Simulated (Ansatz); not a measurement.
Ansatz (a first-principles code) input (HF/3-21G): The .json file is the Basis Set Exchange's 3-21G.

Ansatz 0.2 input:
```yaml
crystal:
  periodic: [false, false, false]
  atoms:
    - {symbol: C, position_ang: [-2.75205339, -0.63238473, -0.40125212]}
    - {symbol: C, position_ang: [-1.53973292, 0.04323841, 0.26825569]}
    - {symbol: C, position_ang: [-0.26794964, -0.13038487, -0.58768430]}
    - {symbol: C, position_ang: [0.95821163, 0.57198722, -0.03348326]}
    - {symbol: C, position_ang: [2.23911859, 0.41607440, -0.82402759]}
    - {symbol: O, position_ang: [1.22559290, -0.12901275, 1.38209534]}
    - {symbol: H, position_ang: [-2.58233601, -1.69521310, -0.53109294]}
    - {symbol: H, position_ang: [-3.63742059, -0.50460755, 0.20798332]}
    - {symbol: H, position_ang: [-2.94672110, -0.19531467, -1.37355237]}
    - {symbol: H, position_ang: [-1.39223696, -0.38166368, 1.25507265]}
    - {symbol: H, position_ang: [-1.74163663, 1.10102263, 0.39839777]}
    - {symbol: H, position_ang: [-0.43798434, 0.30308334, -1.56884787]}
    - {symbol: H, position_ang: [-0.04499130, -1.18114604, -0.74851198]}
    - {symbol: H, position_ang: [0.75667197, 1.57934543, 0.28757569]}
    - {symbol: H, position_ang: [3.08461691, 0.85795065, -0.31328428]}
    - {symbol: H, position_ang: [2.11525868, 0.93442625, -1.76801271]}
    - {symbol: H, position_ang: [2.44484947, -0.62541486, -1.03240594]}
    - {symbol: H, position_ang: [1.76682908, 0.28677048, 2.07306759]}
    - {symbol: H, position_ang: [0.98479210, -1.05831945, 1.52599794]}
basis:
  gaussian:
    orbitals: 3-21G.json
hamiltonian:
  xc: {name: HF}
total_charge: 1
phonons: {temperatures: {t_min: 298.15, t_max: 298.15, t_step: 100}}
```

Output:

```
Functional definition: HF
integrals: 0.03 GiB planned
1067 factors; integrals over basis functions are off by at most 5.2e-4 eV
mean field: 0.24 GiB planned
mean field evaluation 1: about -7343.7230 eV, gradient 4.0e1 eV
mean field evaluation 2: about -7344.1031 eV, gradient 4.0e1 eV
mean field evaluation 4: about -7347.8370 eV, gradient 3.2e0 eV
mean field evaluation 8: about -7347.8689 eV, gradient 1.8e-4 eV
mean field -7347.86886136 eV, -270.0292000905 hartree, gradient 3.4e-5 eV, S^2 0.000000; 0 other end points of the search recorded, 0 dependent functions left out
the calculation of the forces begins
reference -7347.86886136 eV, -270.0292000905 hartree; 25, 25 occupied and 55, 55 virtual orbitals, 1067 factors
these checks for a lower state are left out or cut short: stability, starts, cluster_reference, orbital_swaps, neighbouring_geometries, increment
integrals: 0.03 GiB planned
1067 factors; integrals over basis functions are off by at most 5.3e-4 eV
mean field: 0.24 GiB planned
mean field evaluation 16: about -7347.8687 eV, gradient 6.2e-3 eV
mean field -7347.86869146 eV, -270.0291938469 hartree, gradient 1.3e-6 eV, S^2 0.000000; 0 other end points of the search recorded, 0 dependent functions left out
the calculation of the forces begins
reference -7347.86869146 eV, -270.0291938469 hartree; 25, 25 occupied and 55, 55 virtual orbitals, 1067 factors
these checks for a lower state are left out or cut short: stability, starts, cluster_reference, orbital_swaps, neighbouring_geometries, increment
integrals: 0.03 GiB planned
1067 factors; integrals over basis functions are off by at most 5.2e-4 eV
mean field: 0.24 GiB planned
mean field -7347.86869242 eV, -270.0291938823 hartree, gradient 1.3e-6 eV, S^2 0.000000; 0 other end points of the search recorded, 0 dependent functions left out
the calculation of the forces begins
reference -7347.86869242 eV, -270.0291938823 hartree; 25, 25 occupied and 55, 55 virtual orbitals, 1067 factors
these checks for a lower state are left out or cut short: stability, starts, cluster_reference, orbital_swaps, neighbouring_geometries, increment
integrals: 0.03 GiB planned
1067 factors; integrals over basis functions are off by at most 5.2e-4 eV
mean field: 0.24 GiB planned
mean field evaluation 32: about -7347.8676 eV, gradient 7.0e-1 eV
mean field -7347.86867358 eV, -270.0291931899 hartree, gradient 1.3e-6 eV, S^2 0.000000; 0 other end points of the search recorded, 0 dependent functions left out
the calculation of the forces begins
reference -7347.86867358 eV, -270.0291931899 hartree; 25, 25 occupied and 55, 55 virtual orbitals, 1067 factors
these checks for a lower state are left out or cut short: stability, starts, cluster_reference, orbital_swaps, neighbouring_geometries, increment
integrals: 0.03 GiB planned
1067 factors; integrals over basis functions are off by at most 5.3e-4 eV
mean field: 0.24 GiB planned
mean field -7347.86867476 eV, -270.0291932332 hartree, gradient 1.3e-6 eV, S^2 0.000000; 0 other end points of the search recorded, 0 dependent functions left out
the calculation of the forces begins
reference -7347.86867476 eV, -270.0291932332 hartree; 25, 25 occupied and 55, 55 virtual orbitals, 1067 factors
these checks for a lower state are left out or cut short: stability, starts, cluster_reference, orbital_swaps, neighbouring_geometries, increment
integrals: 0.03 GiB planned
1067 factors; integrals over basis functions are off by at most 5.2e-4 eV
mean field: 0.24 GiB planned
mean field -7347.86867373 eV, -270.0291931954 hartree, gradient 1.3e-6 eV, S^2 0.000000; 0 other end points of the search recorded, 0 dependent functions left out
the calculation of the forces begins
reference -7347.86867373 eV, -270.0291931954 hartree; 25, 25 occupied and 55, 55 virtual orbitals, 1067 factors
these checks for a lower state are left out or cut short: stability, starts, cluster_reference, orbital_swaps, neighbouring_geometries, increment
integrals: 0.03 GiB planned
1067 factors; integrals over basis functions are off by at most 5.2e-4 eV
mean field: 0.24 GiB planned
mean field evaluation 64: about -7347.8687 eV, gradient 8.3e-7 eV
mean field -7347.86867105 eV, -270.0291930969 hartree, gradient 1.3e-6 eV, S^2 0.000000; 0 other end points of the search recorded, 0 dependent functions left out
the calculation of the forces begins
reference -7347.86867105 eV, -270.0291930969 hartree; 25, 25 occupied and 55, 55 virtual orbitals, 1067 factors
these checks for a lower state are left out or cut short: stability, starts, cluster_reference, orbital_swaps, neighbouring_geometries, increment
integrals: 0.03 GiB planned
1067 factors; integrals over basis functions are off by at most 5.2e-4 eV
mean field: 0.24 GiB planned
[...]
1067 factors; integrals over basis functions are off by at most 5.2e-4 eV
mean field: 0.24 GiB planned
mean field -7347.86881209 eV, -270.0291982799 hartree, gradient 1.3e-6 eV, S^2 0.000000; 0 other end points of the search recorded, 0 dependent functions left out
the calculation of the forces begins
reference -7347.86881209 eV, -270.0291982799 hartree; 25, 25 occupied and 55, 55 virtual orbitals, 1067 factors
these checks for a lower state are left out or cut short: stability, starts, cluster_reference, orbital_swaps, neighbouring_geometries, increment
integrals: 0.03 GiB planned
1067 factors; integrals over basis functions are off by at most 5.2e-4 eV
mean field: 0.24 GiB planned
mean field -7347.86881310 eV, -270.0291983170 hartree, gradient 1.3e-6 eV, S^2 0.000000; 0 other end points of the search recorded, 0 dependent functions left out
the calculation of the forces begins
reference -7347.86881310 eV, -270.0291983170 hartree; 25, 25 occupied and 55, 55 virtual orbitals, 1067 factors
these checks for a lower state are left out or cut short: stability, starts, cluster_reference, orbital_swaps, neighbouring_geometries, increment
integrals: 0.03 GiB planned
1067 factors; integrals over basis functions are off by at most 5.2e-4 eV
mean field: 0.24 GiB planned
mean field evaluation 960: about -7347.8688 eV, gradient 8.2e-4 eV
mean field -7347.86881646 eV, -270.0291984404 hartree, gradient 1.3e-6 eV, S^2 0.000000; 0 other end points of the search recorded, 0 dependent functions left out
the calculation of the forces begins
reference -7347.86881646 eV, -270.0291984404 hartree; 25, 25 occupied and 55, 55 virtual orbitals, 1067 factors
these checks for a lower state are left out or cut short: stability, starts, cluster_reference, orbital_swaps, neighbouring_geometries, increment
integrals: 0.03 GiB planned
1067 factors; integrals over basis functions are off by at most 5.2e-4 eV
mean field: 0.24 GiB planned
mean field -7347.86877408 eV, -270.0291968830 hartree, gradient 1.3e-6 eV, S^2 0.000000; 0 other end points of the search recorded, 0 dependent functions left out
the calculation of the forces begins
reference -7347.86877408 eV, -270.0291968830 hartree; 25, 25 occupied and 55, 55 virtual orbitals, 1067 factors
these checks for a lower state are left out or cut short: stability, starts, cluster_reference, orbital_swaps, neighbouring_geometries, increment
integrals: 0.03 GiB planned
1067 factors; integrals over basis functions are off by at most 5.2e-4 eV
mean field: 0.24 GiB planned
mean field -7347.86877562 eV, -270.0291969396 hartree, gradient 1.3e-6 eV, S^2 0.000000; 0 other end points of the search recorded, 0 dependent functions left out
the calculation of the forces begins
reference -7347.86877562 eV, -270.0291969396 hartree; 25, 25 occupied and 55, 55 virtual orbitals, 1067 factors
these checks for a lower state are left out or cut short: stability, starts, cluster_reference, orbital_swaps, neighbouring_geometries, increment
integrals: 0.03 GiB planned
1067 factors; integrals over basis functions are off by at most 5.2e-4 eV
mean field: 0.24 GiB planned
mean field evaluation 992: about -7347.8688 eV, gradient 1.3e-6 eV
mean field -7347.86884642 eV, -270.0291995415 hartree, gradient 1.3e-6 eV, S^2 0.000000; 0 other end points of the search recorded, 0 dependent functions left out
the calculation of the forces begins
reference -7347.86884642 eV, -270.0291995415 hartree; 25, 25 occupied and 55, 55 virtual orbitals, 1067 factors
these checks for a lower state are left out or cut short: stability, starts, cluster_reference, orbital_swaps, neighbouring_geometries, increment
integrals: 0.03 GiB planned
1067 factors; integrals over basis functions are off by at most 5.2e-4 eV
mean field: 0.24 GiB planned
mean field -7347.86884561 eV, -270.0291995119 hartree, gradient 1.3e-6 eV, S^2 0.000000; 0 other end points of the search recorded, 0 dependent functions left out
the calculation of the forces begins
reference -7347.86884561 eV, -270.0291995119 hartree; 25, 25 occupied and 55, 55 virtual orbitals, 1067 factors
these checks for a lower state are left out or cut short: stability, starts, cluster_reference, orbital_swaps, neighbouring_geometries, increment
integrals: 0.03 GiB planned
1067 factors; integrals over basis functions are off by at most 5.2e-4 eV
mean field: 0.24 GiB planned
mean field -7347.86870927 eV, -270.0291945013 hartree, gradient 1.3e-6 eV, S^2 0.000000; 0 other end points of the search recorded, 0 dependent functions left out
the calculation of the forces begins
reference -7347.86870927 eV, -270.0291945013 hartree; 25, 25 occupied and 55, 55 virtual orbitals, 1067 factors
these checks for a lower state are left out or cut short: stability, starts, cluster_reference, orbital_swaps, neighbouring_geometries, increment
integrals: 0.03 GiB planned
1067 factors; integrals over basis functions are off by at most 5.2e-4 eV
mean field: 0.24 GiB planned
mean field -7347.86871623 eV, -270.0291947573 hartree, gradient 1.3e-6 eV, S^2 0.000000; 0 other end points of the search recorded, 0 dependent functions left out
the calculation of the forces begins
reference -7347.86871623 eV, -270.0291947573 hartree; 25, 25 occupied and 55, 55 virtual orbitals, 1067 factors
these checks for a lower state are left out or cut short: stability, starts, cluster_reference, orbital_swaps, neighbouring_geometries, increment
integrals: 0.03 GiB planned
1067 factors; integrals over basis functions are off by at most 5.2e-4 eV
mean field: 0.24 GiB planned
mean field evaluation 1024: about -7347.8688 eV, gradient 6.2e-3 eV
mean field -7347.86884236 eV, -270.0291993924 hartree, gradient 1.3e-6 eV, S^2 0.000000; 0 other end points of the search recorded, 0 dependent functions left out
the calculation of the forces begins
reference -7347.86884236 eV, -270.0291993924 hartree; 25, 25 occupied and 55, 55 virtual orbitals, 1067 factors
these checks for a lower state are left out or cut short: stability, starts, cluster_reference, orbital_swaps, neighbouring_geometries, increment
integrals: 0.03 GiB planned
1067 factors; integrals over basis functions are off by at most 5.2e-4 eV
mean field: 0.24 GiB planned
mean field -7347.86884047 eV, -270.0291993230 hartree, gradient 1.3e-6 eV, S^2 0.000000; 0 other end points of the search recorded, 0 dependent functions left out
the calculation of the forces begins
reference -7347.86884047 eV, -270.0291993230 hartree; 25, 25 occupied and 55, 55 virtual orbitals, 1067 factors
Total energy: -7347.86886136 eV, -270.0292000905 hartree
Atom 0 at    -2.752053    -0.632385    -0.401252 Å, force    -0.000233    -0.000474     0.000403 eV/Å
Atom 1 at    -1.539733     0.043238     0.268256 Å, force     0.000385    -0.000078    -0.000433 eV/Å
Atom 2 at    -0.267950    -0.130385    -0.587684 Å, force    -0.001001     0.000155     0.001683 eV/Å
Atom 3 at     0.958212     0.571987    -0.033483 Å, force     0.000499     0.000361     0.000064 eV/Å
Atom 4 at     2.239119     0.416074    -0.824028 Å, force    -0.000036     0.000043    -0.000137 eV/Å
Atom 5 at     1.225593    -0.129013     1.382095 Å, force     0.000259     0.001539    -0.001172 eV/Å
Atom 6 at    -2.582336    -1.695213    -0.531093 Å, force     0.000006     0.000189    -0.000012 eV/Å
Atom 7 at    -3.637421    -0.504608     0.207983 Å, force    -0.000263    -0.000165     0.000029 eV/Å
Atom 8 at    -2.946721    -0.195315    -1.373552 Å, force     0.000081     0.000066    -0.000079 eV/Å
Atom 9 at    -1.392237    -0.381664     1.255073 Å, force     0.000040     0.000155    -0.000168 eV/Å
Atom 10 at    -1.741637     1.101023     0.398398 Å, force    -0.000039     0.000104    -0.000263 eV/Å
Atom 11 at    -0.437984     0.303083    -1.568848 Å, force     0.000320     0.000167    -0.000536 eV/Å
Atom 12 at    -0.044991    -1.181146    -0.748512 Å, force     0.000025     0.000057     0.000080 eV/Å
Atom 13 at     0.756672     1.579345     0.287576 Å, force    -0.000074    -0.000095     0.000029 eV/Å
Atom 14 at     3.084617     0.857951    -0.313284 Å, force     0.000382     0.000099     0.000379 eV/Å
Atom 15 at     2.115259     0.934426    -1.768013 Å, force    -0.000136    -0.000340     0.000307 eV/Å
Atom 16 at     2.444849    -0.625415    -1.032406 Å, force     0.000153    -0.000026    -0.000179 eV/Å
Atom 17 at     1.766829     0.286770     2.073068 Å, force    -0.000499    -0.000660    -0.000387 eV/Å
Atom 18 at     0.984792    -1.058319     1.525998 Å, force     0.000131    -0.001097     0.000393 eV/Å
Dipole moment:     1.003130     0.004931     0.708363 e Å
Vibrations: 71.75 84.15 130.57 188.92 245.26 258.52 315.49 329.31 396.86 473.31 480.51 639.05 804.07 893.76 930.53 957.83 975.66 1069.08 1090.28 1158.93 1219.41 1241.49 1308.19 1398.34 1440.03 1452.21 1475.13 1502.79 1520.67 1589.56 1592.85 1628.65 1650.44 1653.95 1659.26 1670.80 1671.94 1790.62 3203.27 3206.69 3211.86 3217.15 3232.71 3251.77 3273.65 3281.60 3282.24 3294.35 3338.75 3791.91 3919.47 cm⁻¹, zero-point energy 5.112218 eV
```

The blocks after the first are displaced geometries, from whose forces the wavenumbers follow.

The dipole moment of an ion depends on the origin.
